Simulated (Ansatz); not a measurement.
`[OH][SnH2][F]` + H–F → `[F][SnH2][F]` + H₂O at 400 K and 1 bar (ligand exchange at the Sn–O bond).

Isolated molecules relaxed with PBE0-D4/def2-TZVP in Ansatz; ΔE leaves out vibrations. CCSD(T)/CBS adds triple-zeta CCSD(T) − MP2 to the extrapolated MP2 energy (def2 sets, frozen cores). This one scheme is used for every species. def2 core potentials past Kr. For Sn outer-core shells are correlated without core-valence functions, which leaves a few kJ/mol of doubt a bond. One conformer a species, not always the lowest.

```csv
species,CCSD(T)/CBS energy (Eh),H − E (kJ/mol),S (J/(mol·K))
`[OH][SnH2][F]`,-390.83308,99.9,332.9
H–F,-100.39570,36.5,182.2
`[F][SnH2][F]`,-414.86106,67.8,313.3
H₂O,-76.37941,69.8,198.6
```

H − E and S are ideal-gas, rigid-rotor, harmonic terms from PBE0-D4/def2-TZVP, for one conformer and one mirror image of each species. 1 Eh = 2625.50 kJ/mol, R = 8.31446 J/(mol·K).

Problem. By hand: ΔE, ΔH, ΔS and ΔG.

Solution. ΔE = (-414.86106) + (-76.37941) − (-390.83308) − (-100.39570) = -0.01169 Eh = -30.7 kJ/mol. Δ(H − E) = 67.8 + 69.8 − 99.9 − 36.5 = 1.2, so ΔH = -29.5 kJ/mol. ΔS = 313.3 + 198.6 − 332.9 − 182.2 = -3.2 J/(mol·K). ΔG = -29.5 − 400 × (-3.2)/1000 = -28.2 kJ/mol.

Problem. By hand: the equilibrium constant, and the temperature at which ΔG would vanish if ΔH and ΔS stayed fixed.

Solution. log₁₀ K = −ΔG/(RT ln 10) = 3.7. ΔG = 0 at ΔH/ΔS = 9219 K, far beyond where these terms or the molecules hold.

The number of gas molecules stays the same, so ΔS is small and ΔH decides. A doubt of 5 kJ/mol in ΔE shifts log₁₀ K by 0.7 here. Other conformers and mirror images would add mixing entropy, several J/(mol·K) or more a flexible species. These are equilibria of isolated gas molecules and say nothing of rates. Largest T1 diagnostic: 0.014 (customary marks: 0.02 for closed shells, 0.045 for open ones).
